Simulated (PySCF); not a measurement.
H8N3Si3, doublet, geometry from GFN2-xTB. Base run: PySCF with DF-PBE/def2-SVP.

Input for PySCF:
```python
from pyscf import gto, scf, dft

mol = gto.M(
    atom='''
N     0.55971367   -1.53872495    0.04242359
Si    1.74366755   -0.37223987   -0.45101254
N     1.07172766    1.21659613   -0.28450621
Si   -0.54113351    1.69476235    0.09724242
N    -1.52100506    0.28321148   -0.05036014
Si   -1.12256371   -1.34147403    0.36812104
H     0.89683550   -2.48503885    0.09435178
H     2.88662688   -0.48252331    0.47586784
H     1.71617840    1.96962549   -0.45530209
H    -1.02846154    2.67004643   -0.88482500
H    -0.57151753    2.24576177    1.46356901
H    -2.50427635    0.46120329   -0.15274980
H    -1.92630298   -2.22084544   -0.48973334
H    -1.36172079   -1.62048613    1.79500807
''',
    basis='def2-svp',
    spin=1,
    verbose=4,
)

mf = dft.UKS(mol)
mf.xc = 'pbe'
mf = mf.density_fit(auxbasis='def2-universal-jkfit')
mf.kernel()
mf.analyze()
```

Each row names what was changed in the base input (with any setting that the change needs).

```json
[
 {"change": "base", "ΔE vs base (µEh)": "0.0", "SCF cycles": "12", "<S^2>": "0.751", "outcome": "converged"},
 {"change": "conv_tol_grad = 1e-7", "ΔE vs base (µEh)": "0.0", "SCF cycles": "17", "<S^2>": "0.751", "outcome": "converged"},
 {"change": "diis_space = 12", "ΔE vs base (µEh)": "0.0", "SCF cycles": "12", "<S^2>": "0.751", "outcome": "converged"},
 {"change": "level_shift = 1.0 (with mf.max_cycle = 100)", "ΔE vs base (µEh)": "0.0", "SCF cycles": "46", "<S^2>": "0.751", "outcome": "converged"},
 {"change": "diis_space = 4", "ΔE vs base (µEh)": "0.0", "SCF cycles": "13", "<S^2>": "0.751", "outcome": "converged"},
 {"change": "diis_space = 2", "ΔE vs base (µEh)": "-", "SCF cycles": "50", "<S^2>": "-", "outcome": "not converged"},
 {"change": "init_guess = 1e", "ΔE vs base (µEh)": "0.0", "SCF cycles": "18", "<S^2>": "0.751", "outcome": "converged"},
 {"change": "diis = off; damp = 0.3 (with mf.diis_start_cycle = 200; with mf.max_cycle = 150)", "ΔE vs base (µEh)": "-", "SCF cycles": "-", "<S^2>": "-", "outcome": "cut at the time limit"},
 {"change": "init_guess = sap", "ΔE vs base (µEh)": "0.0", "SCF cycles": "15", "<S^2>": "0.751", "outcome": "converged"},
 {"change": "level_shift = 0.1 (with mf.max_cycle = 100)", "ΔE vs base (µEh)": "0.0", "SCF cycles": "12", "<S^2>": "0.751", "outcome": "converged"},
 {"change": "init_guess = huckel", "ΔE vs base (µEh)": "0.0", "SCF cycles": "12", "<S^2>": "0.751", "outcome": "converged"},
 {"change": "init_guess = vsap", "ΔE vs base (µEh)": "0.0", "SCF cycles": "14", "<S^2>": "0.751", "outcome": "converged"},
 {"change": "conv_tol = 1e-4", "ΔE vs base (µEh)": "0.3", "SCF cycles": "7", "<S^2>": "0.751", "outcome": "converged"}
]
```

Open shells are given as the SCF converged; they aren't shown to be the lowest states, and a large step between rows can be another state.
